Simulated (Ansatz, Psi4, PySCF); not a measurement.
C4H12Ge, charge +1, doublet, geometry from GFN2-xTB (a state made from the parent by changing its charge; the spin is typed, not shown lowest). Base run: BLYP/STO-3G (PySCF).

Here is a job for PySCF.
```python
from pyscf import gto, scf, dft

mol = gto.Mole()
mol.atom = '''
    Ge    0.47591856    1.09788109    0.13075048
    C    -0.40539331   -0.93518868   -0.11137487
    C    -0.54460362   -1.38233084    1.30899685
    C     0.64518900   -1.63323048   -0.91498293
    C    -1.68278269   -0.63435836   -0.82869555
    H     1.76686455    0.83459578    0.85108805
    H     0.63088352    1.58112379   -1.28247607
    H    -0.55661140    1.83153890    0.93720880
    H    -0.97589732   -2.38876453    1.32358796
    H     0.41770070   -1.44840942    1.81808874
    H    -1.22178465   -0.74494888    1.87885705
    H     1.59663677   -1.69701966   -0.38559780
    H     0.79506865   -1.17025642   -1.89107804
    H     0.32244988   -2.66255580   -1.10330381
    H    -1.51166089   -0.18049875   -1.80557800
    H    -2.34957812   -0.00380146   -0.23932946
    H    -2.21792183   -1.57254836   -1.00914371
'''
mol.basis = 'sto-3g'
mol.charge = 1
mol.spin = 1
mol.verbose = 4
mol.build()

mf = dft.UKS(mol)
mf.xc = 'blyp'
mf.kernel()
```

The same geometry, method and basis name were run in Ansatz (a program for electronic structure) and Psi4 and PySCF, at each program's defaults and at the settings that a row names. The base is PySCF at its defaults. Differences at the defaults can come from grids, fitting, cores and function types together.

| code and settings | ΔE vs base (µEh) | basis functions | E (Eh) | SCF cycles |
|---|---|---|---|---|
| PySCF, defaults (exact integrals, its default grid, spherical functions) | 0.0 | 50 | -2210.33389 | 12 |
| Psi4, defaults (density fitting with its default set, its default grid, spherical functions) | -3151 | 50 | -2210.33705 | 11 |
| Ansatz, defaults (factorised integrals, its default grid, spherical functions) | -3.4 | 50 | -2210.33390 | - |
| PySCF, density fitting with def2-universal-jkfit | -3222 | 50 | -2210.33712 | 12 |
| PySCF, fine grid | -0.8 | 50 | -2210.33389 | 12 |
| Psi4, exact integrals, spherical functions, fine grid | -0.7 | 50 | -2210.33389 | 15 |
| Ansatz, high accuracy | -1.4 | 50 | -2210.33390 | - |

Open shells are given as the SCF converged; they aren't shown to be the lowest states, and a large step between rows can be another state.
